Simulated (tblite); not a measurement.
Species: C3H5Cl2NSi.
Z-matrix (Å and degrees, GFN2-xTB geometry), rows numbered from 1:
```
C 
C   1  1.3358
C   2  1.4697  1  118.47
N   3  1.2565  2  129.10  1   178.44
Si  2  1.8998  1  122.26  3  -179.98
Cl  5  2.0181  2  108.82  1     5.45
Cl  5  2.0214  2  109.71  1  -113.92
H   1  1.0797  2  121.58  3     0.01
H   1  1.0772  2  122.26  3  -179.90
H   3  1.0882  2  115.21  1    -1.56
H   4  1.0188  3  115.73  2    -0.54
H   5  1.4587  2  111.74  1   124.60
```

Level: GFN2-xTB in tblite, geometry and Hessian alike; calculated harmonic values, unscaled, isolated species. Errors from tens to a few hundred cm⁻¹ against measured bands are possible. Modes of hydrogen on silicon can be 10 to 20 % off. One conformer, not necessarily the lowest.

Harmonic wavenumbers (cm⁻¹): 33.8, 84.4, 96.6, 136.6, 154.9, 200.0, 348.4, 377.7, 449.3, 519.5, 550.3, 591.1, 633.3, 650.0, 674.3, 811.7, 930.6, 939.8, 1068.6, 1146.6, 1225.0, 1338.3, 1410.0, 1626.7, 1704.8, 2268.5, 2985.0, 3078.3, 3116.9, 3323.2.

A = 1843, B = 1177, C = 804.0 MHz; mass 152.957 u (most abundant isotopes); point group C1, symmetry number 1.

**Question.** What is the zero-point energy?

**Answer.** ½Σν̃ = 16237 cm⁻¹ = 46.42 kcal/mol.

**Question.** What is S at 350 K and 1 bar for an ideal gas of classical rigid rotors and harmonic oscillators?

**Answer.** Translation 41.81, rotation 30.08, vibration 31.11: S = 103.0 cal/(mol K).

**Question.** And Cp and H(350 K) − H(0)?

**Answer.** Cp = 35.79 cal/(mol K), of which vibrations give 27.84 (their classical limit is 30 R = 59.6); H(350 K) − H(0) = 8.17 kcal/mol without the zero-point energy, 5.39 from vibrations.

**Question.** Blend soft modes into free rotors: weight 1/[1 + (100 cm⁻¹/ν̃)⁴] for the oscillator and the rest for a rotor with moment μB/(μ + B), μ = h/(8π²ν), B = 10⁻⁴⁴ kg m². What vibrational entropy results?

**Answer.** 28.13 cal/(mol K) in place of 31.11, which changes −T·S at 350 K by +1.04 kcal/mol.

**Question.** Which modes carry the vibrational entropy at 350 K?

**Answer.** 33.8 cm⁻¹: 5.91; 84.4 cm⁻¹: 4.10; 96.6 cm⁻¹: 3.84; 136.6 cm⁻¹: 3.16; 154.9 cm⁻¹: 2.92; 200.0 cm⁻¹: 2.43 cal/(mol K); the other 24 give 8.75 together.

**Question.** What must be added to the electronic energy to get the Gibbs energy at 350 K and 1 bar?

**Answer.** ZPE + [H(350 K) − H(0)] − T·S = 46.42 + 8.17 − 36.05 = 18.54 kcal/mol.

**Question.** How do the functions run with temperature in this model?

**Answer.** 
```tsv
T (K)	S (cal/(mol K))	Cp (cal/(mol K))	H − H(0) (kcal/mol)	G − H(0) (kcal/mol)	ln q(vib)
150	79.0	22.0	2.31	-9.54	3.21
250	92.0	29.5	4.90	-18.11	5.62
298.15	97.5	32.7	6.40	-22.67	6.74
400	107.9	38.4	10.03	-33.15	8.99
600	125.1	46.2	18.55	-56.52	13.07
900	145.3	53.3	33.57	-97.22	18.40
```

q(vib) and H(0) count from the zero-point level.

Hindered rotation and anharmonicity are outside this model. Other conformers, if any are populated, would add a mixing term that is left out. The structure is chiral; the term R ln 2 for an equal mix with its mirror image is left out.

Hardware: one thread, Arm Neoverse N1 (aarch64), no GPU, shared host with 64 logical CPUs at a one-minute load of 56. Cost: 0.76 s wall. This covers the Hessian and the dipole derivatives.
